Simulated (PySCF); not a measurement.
Species: ZnH2 (singlet state).
SMILES: `[H][Zn][H]`

Method used: TDDFT B3LYP/def2-SVPD, vertical, gas phase, core orbitals frozen in the response in PySCF 2.14.0, density-fitted response routines. Isolated species at its PBE0-D3(BJ)/def2-SVP geometry, gas phase.

Computed states:

```csv
state,E (eV),f
S1,5.73,0.0000
S2,5.73,0.0000
S3,7.99,0.329
S4,7.99,0.329
S5,8.54,0.0001
S6,8.95,1.135
S7,9.11,0.0000
S8,9.75,0.0000
S9,10.63,0.0000
S10,10.76,0.0091
S11,11.07,0.0000
S12,11.07,0.0000
S13,11.11,0.0000
S14,11.11,0.0000
```

Broadening: Gaussians 0.3 eV wide at half height, area fixed by f = 4.319×10⁻⁹ ∫ε dν̃. The cross-section is σ = 3.8235×10⁻²¹ ε cm², given in Mb (10⁻¹⁸ cm²). The width is an assumption, not a result. The curve ends short of the highest state used, and states not computed would add to its high-energy end.

Task: What does the envelope look like, and where are its maxima?

Result: 
```
E (eV)  σ (Mb)
  5.28    0.00
  5.43    0.00
  5.58    0.00
  5.73    0.00
  5.88    0.00
  6.02    0.00
  6.17    0.00
  6.32    0.00
  6.47    0.00
  6.62    0.00
  6.77    0.00
  6.92    0.00
  7.07    0.00
  7.22    0.00
  7.37    0.00
  7.52    0.24
  7.67    9.40
  7.82   91.52
  7.97  222.87
  8.12  135.68
  8.27   20.65
  8.41    1.10
  8.56    3.90
  8.71   68.96
  8.86  308.70
  9.01  345.54
  9.16   96.70
  9.31    6.76
  9.46    0.12
  9.61    0.00
  9.76    0.00
  9.91    0.00
 10.06    0.00
 10.21    0.00
 10.36    0.03
 10.51    0.49
```

Maxima: 155 nm (7.99 eV), ε about 59000, made up of S3 (50%) and S4 (50%); 139 nm (8.95 eV), ε about 100000, made up of S6 (100%) (ε in L mol⁻¹ cm⁻¹; maxima over ε = 5, shares over 10%). At its high-energy end, 10.51 eV, the curve is still rising (ε about 130, from S10).

Task: What would ε be at 8.95 eV, the highest of these maxima, with half the width (0.15 eV)?

Result: About 204000 L mol⁻¹ cm⁻¹ against 102000, a factor of about 2.00; a lone state at its own centre would give exactly 2.

Task: Coming from long wavelengths, where does ε first pass 100 L mol⁻¹ cm⁻¹?

Result: At about 164 nm (7.54 eV), 1.81 eV above S1.
